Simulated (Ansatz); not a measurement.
```yaml
crystal:
  periodic: [false, false, false]
  atoms:
    - {symbol: B, position_ang: [-2.172508, -0.235428, -1.551546]}
    - {symbol: Si, position_ang: [1.698740, -0.192535, 1.203496]}
    - {symbol: Br, position_ang: [2.112718, -4.967656, 3.429380]}
    - {symbol: H, position_ang: [-3.293341, -2.031505, -2.800511]}
    - {symbol: H, position_ang: [-2.784943, 3.088268, -2.367216]}
    - {symbol: H, position_ang: [0.779152, 2.119665, 3.466128]}
    - {symbol: H, position_ang: [4.574688, 1.848616, -0.701453]}
basis:
  gaussian: {orbitals: 6-31G}
hamiltonian: {xc: {name: rPW86-PBE}, dispersion: d3bjatm}
```

```sh
$ ansatz run in.yaml --threads 2 --pin off --events-out ev --progress --plain --max-ram 4352MiB
```

Shortened log:

```
Functional definition: rPW86-PBE
656 factors; integrals over basis functions are off by at most 8.7e-4 eV
mean field evaluation 1: about -78645.3306 eV, gradient 3.9e1 eV
mean field evaluation 2: about -78131.7812 eV, gradient 1.7e2 eV
mean field evaluation 4: about -78619.6709 eV, gradient 7.0e1 eV
mean field evaluation 8: about -78665.4150 eV, gradient 5.7e0 eV
mean field evaluation 16: about -78665.7557 eV, gradient 5.3e-1 eV
mean field evaluation 32: about -78665.7616 eV, gradient 7.6e-5 eV
mean field -78665.76160711 eV, -2890.9134174929 hartree, gradient 2.8e-6 eV, S^2 0.000000; 10 other end points of the search recorded, 0 dependent functions left out
reference -78665.76176969 eV, -2890.9134234675 hartree; 29, 29 occupied and 30, 30 virtual orbitals, 656 factors
Total energy: -78665.82796426 eV, -2890.9158560731 hartree
```

Task: What is wrong with this run?

Result: The geometry is stretched to more than twice its size. The calculation finished and met its thresholds. The result belongs to that input, not to the molecule as meant.
